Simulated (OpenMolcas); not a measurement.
# 4d5 along the 41-electron sequence

```yaml
Program: OpenMolcas 26.06
Method: CASSCF
Basis: ANO-RCC-VTZP
Scalar_Hamiltonian: DKH2, point nucleus
Spin-orbit_coupling: state interaction with AMFI integrals over the reference wave functions, term energies averaged over their components
```

Active space for each ion: 5 electrons in 5 orbitals (4d).

Computed levels in cm-1 above 6S 5/2:

| Level | Tc2+ | Ru3+ | Rh4+ | Ag6+ |
| --- | --- | --- | --- | --- |
| 4G 5/2 | 24514 | 27570 | 30201 | 34994 |
| 4G 7/2 | 24636 | 27769 | 30515 | 35707 |
| 4G 11/2 | 24669 | 27824 | 30601 | 35895 |
| 4G 9/2 | 24708 | 27887 | 30700 | 36103 |
| 4P 5/2 | 27906 | 31190 | 33916 | 38805 |
| 4P 3/2 | 28201 | 31629 | 34535 | 39852 |
| 4P 1/2 | 28592 | 32215 | 35360 | 41280 |
| 4D 7/2 | 30357 | 34161 | 37500 | 43847 |
| 4D 1/2 | 30766 | 34809 | 38468 | 45685 |
| weight of 6S in the lowest level (%) | 100 | 99 | 99 | 98 |

Mixed levels, with the weight of the term that names them: Tc2+ 4P 5/2 (74 %), Ru3+ 4P 5/2 (69 %), Ru3+ 4P 3/2 (73 %), Rh4+ 4P 5/2 (64 %), Rh4+ 4P 3/2 (68 %), Ag6+ 4P 5/2 (56 %), Ag6+ 4P 3/2 (62 %).

Measured, with the error of the calculation in %. Measured levels: Ag6+ from the list in Gamrath, thesis, University of Mons (2023).

```json
{"Level": "4G 5/2", "Ag6+": "29390 (+19.1)"}
{"Level": "4G 7/2", "Ag6+": "30378 (+17.5)"}
{"Level": "4G 11/2", "Ag6+": "30662 (+17.1)"}
{"Level": "4G 9/2", "Ag6+": "30907 (+16.8)"}
{"Level": "4P 3/2", "Ag6+": "32994 (+20.8)"}
{"Level": "4P 1/2", "Ag6+": "34605 (+19.3)"}
{"Level": "4D 7/2", "Ag6+": "36485 (+20.2)"}
{"Level": "4D 1/2", "Ag6+": "38685 (+18.1)"}
```

4G 5/2 changes by a factor of 1.43 over the same range, with steps per unit of Z of +3060, +2630, +2400 cm-1.

Without dynamic correlation excited terms often stand tens of per cent too high (terms of higher spin than the ground term too low), and those without a measured partner can miss by more than the paired ones. Terms from blocks run as CI alone lack orbitals of their own. Levels of configurations with an s electron are missing; early in the row they begin among the upper levels of the d shell and mix with terms of their name (holds for Tc2+). Computed and measured levels are paired by configuration, term and J; levels that our copy of the source lacks, or whose pairing is in doubt (as where it misses far off the trend of its configuration), stay unpaired and out of the deviations. Levels of configurations outside the active space are missing.
